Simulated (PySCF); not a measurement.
Dipole response of Si+ (silicon, charge +1)

[Ne] 3s1 3p2, high-spin 4P determinant (an excited configuration). Calculation: PySCF 2.14, in aug-cc-pCVTZ-DK with one added diffuse shell each of s, p, d, f type (9s8p6d4f, 91 functions); the spin-free X2C one-electron Hamiltonian (Gaussian nucleus). Coupled (time-dependent) response in atomic units; α is the mean over directions.

| method | mean α (bohr³) | α xx, yy, zz | C₆ (like pair) | S(−4) |
| --- | --- | --- | --- | --- |
| UHF | 17.78 | 18.24, 17.54, 17.54 | 90.59 | 127.7 |
| PBE | 18.19 | 18.07, 18.26, 18.26 | 92.75 | 139.0 |
| PBE0 | 17.92 | 18.01, 17.88, 17.88 | 91.02 | 133.2 |
| BP86 | 18.28 | 17.99, 18.42, 18.42 | 93.40 | 139.9 |

S(−4) is the Cauchy moment in α(ω) = α(0) + S(−4) ω² + …

α(iu) at PBE:

```
u (hartree)  α(iu) (bohr³)
          0          18.19
     0.0500          17.85
      0.100          16.91
      0.200          13.99
      0.300          10.92
      0.500          6.512
      0.750          3.728
       1.00          2.386
       1.50          1.238
       2.00         0.7815
       3.00         0.4217
       5.00         0.2041
```

A single London oscillator, α(iu) = α/(1 + u²/ω²), gives C₆ = (3/4) ω α². Matching the computed C₆ needs ω = 4 × 92.75 / (3 × 18.19²) = 0.374 hartree.

For an ion, C₆ is the dispersion term alone; charge-induced terms of lower order in 1/R come first.

The components differ because the open shell of this determinant is not spherical; for a pure term their mean is the scalar polarisability.
